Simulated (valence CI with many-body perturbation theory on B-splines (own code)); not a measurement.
## Re LXX: calculated level list

Computed by configuration interaction combined with many-body perturbation theory (CI+MBPT): four valence electrons over a frozen Dirac-Fock core [He], radial functions for each j: 11 s, 11 p, 9 d, 7 f, 5 g, 2 h, 1 i, with the one-electron correlation potential Σ1 (screened to all orders), the two-electron term Σ2, the three-electron term Σ3, Breit, model QED; selected single and double excitations, second order for the rest (own B-spline code, finite nucleus).

The last digits are not significant, and no measured levels were compared; by estimate large intervals hold to a few tenths of a per cent, small ones and those within an open d or f shell to about a per cent. Among the levels kept, up to 280 cm⁻¹ of a level comes from second order outside the variational space, and about a tenth of that is noise between levels of different J, which matters for small intervals.

Levels 1 to 45 of 114, with energies above the lowest level, (2s^2 2p1/2^2) J=0. "Leading %" is the weight of the configuration and term that name the level; weights of strongly mixed levels are sums over their largest components and can fall short. In the jj column 3d3/2^4 stands for four electrons in 3d with j = 3/2.

| No. | Configuration | Term | J | E (eV) | Leading % | Leading jj | g | Second component |
| --- | --- | --- | --- | --- | --- | --- | --- | --- |
| 1 | 2s²2p² | ³P | 0 | 0 | 68 | 2s^2 2p1/2^2 (100 %) |  | 32 % 2s²2p² ¹S |
| 2 | 2s²2p² | ³P | 1 | 1502 | 100 | 2s^2 2p1/2 2p3/2 (100 %) | 1.467 |  |
| 3 | 2s²2p² | ¹D | 2 | 1521 | 65 | 2s^2 2p1/2 2p3/2 (100 %) | 1.132 | 35 % 2s²2p² ³P |
| 4 | 2s2p³ | ³P° | 2 | 1811 | 49 | 2s 2p1/2^2 2p3/2 (100 %) | 1.489 | 26 % 2s2p³ ⁵S° |
| 5 | 2s2p³ | ¹P° | 1 | 1901 | 31 | 2s 2p1/2^2 2p3/2 (100 %) | 1.112 | 30 % 2s2p³ ³D° |
| 6 | 2s²2p² | ³P | 2 | 3048 | 65 | 2s^2 2p3/2^2 (99 %) | 1.290 | 34 % 2s²2p² ¹D |
| 7 | 2s²2p² | ¹S | 0 | 3112 | 67 | 2s^2 2p3/2^2 (99 %) |  | 32 % 2s²2p² ³P |
| 8 | 2s2p³ | ⁵S° | 2 | 3284 | 50 | 2s 2p1/2 2p3/2^2 (100 %) | 1.546 | 46 % 2s2p³ ³D° |
| 9 | 2s2p³ | ³D° | 3 | 3329 | 100 | 2s 2p1/2 2p3/2^2 (100 %) | 1.292 |  |
| 10 | 2s2p³ | ³P° | 0 | 3394 | 100 | 2s 2p1/2 2p3/2^2 (100 %) |  |  |
| 11 | 2s2p³ | ³S° | 1 | 3417 | 53 | 2s 2p1/2 2p3/2^2 (100 %) | 1.298 | 43 % 2s2p³ ³D° |
| 12 | 2s2p³ | ¹D° | 2 | 3426 | 74 | 2s 2p1/2 2p3/2^2 (100 %) | 1.044 | 21 % 2s2p³ ³D° |
| 13 | 2s2p³ | ³P° | 1 | 3431 | 64 | 2s 2p1/2 2p3/2^2 (100 %) | 1.291 | 33 % 2s2p³ ¹P° |
| 14 | 2p⁴ | ³P | 2 | 3753 | 67 | 2p1/2^2 2p3/2^2 (99 %) | 1.303 | 32 % 2p⁴ ¹D |
| 15 | 2p⁴ | ¹S | 0 | 3820 | 64 | 2p1/2^2 2p3/2^2 (99 %) |  | 35 % 2p⁴ ³P |
| 16 | 2s2p³ | ³P° | 2 | 4892 | 51 | 2s 2p3/2^3 (100 %) | 1.434 | 19 % 2s2p³ ⁵S° |
| 17 | 2s2p³ | ¹P° | 1 | 4980 | 36 | 2s 2p3/2^3 (100 %) | 1.152 | 25 % 2s2p³ ³D° |
| 18 | 2p⁴ | ³P | 1 | 5272 | 100 | 2p1/2 2p3/2^3 (100 %) | 1.467 |  |
| 19 | 2p⁴ | ¹D | 2 | 5290 | 68 | 2p1/2 2p3/2^3 (100 %) | 1.120 | 32 % 2p⁴ ³P |
| 20 | 2p⁴ | ³P | 0 | 6846 | 65 | 2p3/2^4 (100 %) |  | 35 % 2p⁴ ¹S |
| 21 | 2s²2p3s | ³P° | 0 | 10743 | 100 | 2s^2 2p1/2 3s (100 %) |  |  |
| 22 | 2s²2p3s | ³P° | 1 | 10746 | 67 | 2s^2 2p1/2 3s (100 %) | 1.299 | 33 % 2s²2p3s ¹P° |
| 23 | 2s²2p3p | ³D | 1 | 10833 | 74 | 2s^2 2p1/2 3p1/2 (100 %) | 0.631 | 22 % 2s²2p3p ¹P |
| 24 | 2s²2p3p | ³P | 0 | 10883 | 67 | 2s^2 2p1/2 3p1/2 (99 %) |  | 32 % 2s²2p3p ¹S |
| 25 | 2s2p²3s | ⁵P | 1 | 11025 | 41 | 2s 2p1/2^2 3s (99 %) | 1.997 | 31 % 2s2p²3s ³S |
| 26 | 2s2p²3s | ³P | 0 | 11065 | 68 | 2s 2p1/2^2 3s (99 %) |  | 31 % 2s2p²3s ¹S |
| 27 | 2s2p²3p | ³P° | 1 | 11125 | 33 | 2s 2p1/2^2 3p1/2 (99 %) | 1.334 | 21 % 2s2p²3p ⁵D° |
| 28 | 2s2p²3p | ³P° | 0 | 11126 | 52 | 2s 2p1/2^2 3p1/2 (99 %) |  | 41 % 2s2p²3p ⁵D° |
| 29 | 2s²2p3p | ³D | 2 | 11301 | 52 | 2s^2 2p1/2 3p3/2 (100 %) | 1.143 | 32 % 2s²2p3p ¹D |
| 30 | 2s²2p3p | ³P | 1 | 11302 | 48 | 2s^2 2p1/2 3p3/2 (99 %) | 1.497 | 30 % 2s²2p3p ³S |
| 31 | 2s²2p3d | ³F° | 2 | 11367 | 75 | 2s^2 2p1/2 3d3/2 (100 %) | 0.741 | 20 % 2s²2p3d ¹D° |
| 32 | 2s²2p3d | ³D° | 1 | 11394 | 50 | 2s^2 2p1/2 3d3/2 (99 %) | 0.826 | 32 % 2s²2p3d ¹P° |
| 33 | 2s²2p3d | ³P° | 2 | 11498 | 47 | 2s^2 2p1/2 3d5/2 (98 %) | 1.283 | 35 % 2s²2p3d ³D° |
| 34 | 2s²2p3d | ³F° | 3 | 11502 | 46 | 2s^2 2p1/2 3d5/2 (100 %) | 1.091 | 32 % 2s²2p3d ¹F° |
| 35 | 2s2p²3p | ³P° | 2 | 11586 | 36 | 2s 2p1/2^2 3p3/2 (98 %) | 1.491 | 19 % 2s2p²3p ⁵P° |
| 36 | 2s2p²3p | ³D° | 1 | 11592 | 30 | 2s 2p1/2^2 3p3/2 (100 %) | 1.139 | 21 % 2s2p²3p ¹P° |
| 37 | 2s2p²3d | ³D | 1 | 11652 | 47 | 2s 2p1/2^2 3d3/2 (100 %) | 0.471 | 35 % 2s2p²3d ⁵F |
| 38 | 2s2p²3d | ³D | 2 | 11658 | 31 | 2s 2p1/2^2 3d3/2 (99 %) | 1.105 | 16 % 2s2p²3d ⁵F |
| 39 | 2s2p²3d | ³D | 3 | 11779 | 38 | 2s 2p1/2^2 3d5/2 (100 %) | 1.326 | 17 % 2s2p²3d ⁵D |
| 40 | 2s2p²3d | ³F | 2 | 11797 | 27 | 2s 2p1/2^2 3d5/2 (99 %) | 1.033 | 22 % 2s2p²3d ¹D |
| 41 | 2s²2p3s | ³P° | 2 | 12294 | 98 | 2s^2 2p3/2 3s (98 %) | 1.467 |  |
| 42 | 2s²2p3s | ¹P° | 1 | 12303 | 66 | 2s^2 2p3/2 3s (99 %) | 1.123 | 32 % 2s²2p3s ³P° |
| 43 | 2s²2p3p | ³P | 1 | 12403 | 50 | 2s^2 2p3/2 3p1/2 (97 %) | 1.450 | 28 % 2s²2p3p ³S |
| 44 | 2s²2p3p | ³D | 2 | 12405 | 47 | 2s^2 2p3/2 3p1/2 (97 %) | 1.142 | 33 % 2s²2p3p ¹D |
| 45 | 2s2p²3s | ⁵P | 2 | 12495 | 84 | 2s 2p1/2 2p3/2 3s (99 %) | 1.719 | 8 % 2s2p²3s ³P |

The ionisation energy to 2s²2p ²P°1/2 of the next ion comes out as 19005 eV (NIST: 19000 ± 50 eV (theoretical)). All 114 levels together are meant to be complete up to 13349 eV.
